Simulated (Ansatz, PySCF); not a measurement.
Process, species as SMILES: OB(O)[PH] → OB(O)[PH-] (an electron is taken up)
Geometries: B3LYP-D3(BJ)/def2-TZVP minima from Ansatz (a program for electronic structure), one conformer each, not searched for the lowest.

Wanted: adiabatic electron affinity (0 K, with B3LYP-D3(BJ) harmonic zero-point energies from PySCF), positive where the reaction releases energy, in eV. Correlated levels leave the core frozen unless marked. UHF or UKS for open shells. No spin-orbit coupling. No relativistic terms. Anions need diffuse functions: aug- sets have them; def2-D sets add few; the other sets have none. CBS marks a two-point X^-3 extrapolation of the correlation energy; Hartree-Fock from the larger set. The bracket is a focal-point correction in the basis named.

```tsv
level	program	adiabatic electron affinity (eV)	minus last row
HF/STO-3G	Ansatz	-4.66	-6.57
PBE/def2-TZVPD	Ansatz	1.79	-0.12
PBE0/def2-TZVPD	Ansatz	1.72	-0.19
CAM-B3LYP-D3(BJ)/def2-TZVPD	Ansatz + dftd3	1.75	-0.16
RPA@PBE/cc-pV(T+d)Z	Ansatz	1.72	-0.19
RI-MP2/aug-cc-pV(Q+d)Z	Ansatz	1.94	0.03
CCSD/aug-cc-pV(T+d)Z	Ansatz	1.73	-0.18
CCSD(T)/cc-pV(Q+d)Z	Ansatz	1.76	-0.15
RI-MP2/CBS(aug-cc-pV(T+d)Z,aug-cc-pV(Q+d)Z)+[CCSD(T)-MP2]/aug-cc-pV(T+d)Z	Ansatz	1.93	0.02
CCSD(T)/CBS(aug-cc-pV(T+d)Z,aug-cc-pV(Q+d)Z)	Ansatz	1.91	0.00
```
